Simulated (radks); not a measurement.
Species: Ti19+. Configuration: [He] 2s1.

Calculated with a radial shooting solver on a logarithmic mesh with Libxc functionals: non-relativistic Kohn-Sham, PBE, spin-polarised, spherical densities, point nucleus; open shells are filled with parallel spins first.

Energy parts (Ry):
part                       energy
total                 -1044.39693
kinetic                1044.27876
electron-nucleus      -2132.54609
Hartree                  74.55769
exchange-correlation    -30.68729

Orbitals (lengths in bohr, moments of r in powers of bohr):
orbital,occ.,eigenvalue (Ry),<1/r>
1s up,1,-438.4990,21.66
1s down,1,-438.0688,21.65
2s up,1,-101.7286,5.156

The highest occupied level is 2s up at -1384.1 eV. For comparison, the ionisation energy in NIST's Atomic Spectra Database is 1425.3 eV (theoretical). In exact Kohn-Sham theory the highest level is minus the ionisation energy, but local and semilocal functionals leave it too shallow, through self-interaction and a potential that decays too fast; potentials with the right tail come closer. Virial ratio -V/T = 2.00011. Spin moment in Bohr magnetons: 1. The density falls to 0.001 e/bohr^3 at r = 0.81 bohr. The spin density at the nucleus is 373.0 e/bohr^3 (1s 1.3, 2s 371.7), a Fermi contact field of 1.96e+04 T. The electron density at the nucleus is 6944 e/bohr^3.
